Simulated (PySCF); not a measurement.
C₂H₉AlSi, SMILES [SiH3][Al]([CH3])[CH3].

The structure is a stationary point at PBE-D3(BJ)/def2-SVP. The structure was generated by enumeration; whether it is a known compound was not checked.

Level of theory: PBE-D3(BJ)/def2-SVP (PySCF).

Frequencies are harmonic and unscaled.

A small imaginary wavenumber (i) marks a very flat motion, where grid noise or a shallow saddle decides the sign.

Computed harmonic wavenumbers and intensities:
```tsv
mode	ν (cm⁻¹)	IR (km/mol)	moving atoms (share of kinetic energy)
1	15i	0.0	H 94 %
2	12	0.0	H 98 %
3	20	0.0	H 97 %
4	106	3.3	C 35 %, H 33 %, Al 17 %, Si 15 %
5	147	6.5	Al 47 %, H 36 %, C 14 %
6	156	4.4	C 41 %, H 37 %, Si 13 %, Al 9 %
7	344	7.2	Si 42 %, Al 26 %, C 16 %, H 16 %
8	379	6.1	H 84 %, Si 11 %
9	417	3.4	H 85 %, Si 12 %
10	512	0.6	H 83 %, C 16 %
11	564	18.9	C 52 %, H 28 %, Al 19 %
12	610	0.2	H 74 %, C 24 %
13	644	45.4	H 66 %, C 20 %, Al 13 %
14	678	71.8	Al 43 %, C 31 %, H 25 %
15	714	261.7	H 65 %, C 22 %, Al 13 %
16	827	102.6	H 89 %, Si 9 %
17	901	34.0	H 98 %
18	905	32.1	H 98 %
19	1158	34.5	H 79 %, C 21 %
20	1160	4.7	H 81 %, C 19 %
21	1368	1.5	H 95 %
22	1370	0.1	H 95 %
23	1373	5.4	H 95 %
24	1376	2.2	H 95 %
25	2113	68.5	H 98 %
26	2125	86.5	H 97 %
27	2135	98.5	H 96 %
28	2954	2.9	H 97 %
29	2956	2.5	H 97 %
30	3041	4.3	H 91 %, C 9 %
31	3041	4.5	H 91 %, C 9 %
32	3067	6.6	H 91 %, C 9 %
33	3069	6.0	H 91 %, C 9 %
```
